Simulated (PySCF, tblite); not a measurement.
A database entry of computed molecular properties. Lists by class give the value and the number of equivalent atoms.

```json
{
 "formula": "C8H14N2",
 "smiles": "C=CCN1CCCN1C=C",
 "charge": 0,
 "multiplicity": 1,
 "geometry_level": "GFN2-xTB",
 "electronic_structure_code": "PySCF",
 "results": {
  "GFN2-xTB geometry": {
   "point_group": "C1",
   "rotational_constants_GHz": [2.529, 0.831, 0.691]
  },
  "PBE0/pcSseg-1 ground state and GIAO shieldings, non-relativistic": {
   "dipole_D": 2.25,
   "homo_eV": -5.48,
   "lumo_eV": 0.18,
   "shift_vs_computed_TMS_C_by_class_ppm": [
    [150.3, 1],
    [148.0, 1],
    [122.6, 1],
    [80.5, 1],
    [65.7, 1],
    [50.1, 1],
    [48.3, 1],
    [28.1, 1]
   ],
   "shift_vs_computed_TMS_H_by_class_ppm": [
    [6.93, 1],
    [6.31, 1],
    [5.47, 1],
    [5.34, 1],
    [3.74, 1],
    [3.57, 1],
    [3.45, 2],
    [3.13, 2],
    [2.84, 2],
    [2.14, 2]
   ],
   "shielding_other_nuclei_by_class_ppm": [
    ["N", 116.2, 1],
    ["N", 134.3, 1]
   ]
  },
  "GFN2-xTB harmonic vibrations, gas phase": {
   "strongest_ir_bands_cm-1_km_per_mol_modes": [
    [1428.3, 48.8, 1],
    [1701.8, 256.5, 1],
    [2864.5, 59.9, 1],
    [2995.3, 52.3, 1],
    [3125.9, 50.3, 1],
    [3153.7, 51.0, 1]
   ],
   "zpe_kcal_per_mol": 129.1
  }
 }
}
```

The dipole equals about 7.5 × 10⁻³⁰ C·m (1 D = 3.33564 × 10⁻³⁰ C·m). With B = h/(8π²I), that is 505.379 GHz u Å² over I, the principal moments of inertia are 199.8, 608.3 and 731.4 u Å² (most abundant isotopes). The zero-point energy, half the sum of the 66 harmonic wavenumbers, equals 45170 cm⁻¹ or 540 kJ/mol.

 NMR classes are plain means over equivalent atoms (diastereotopic ones count apart unless rotation or inversion swaps them), as if these changed places fast; in this geometry the members of some classes differ.

One conformer stands for the species.
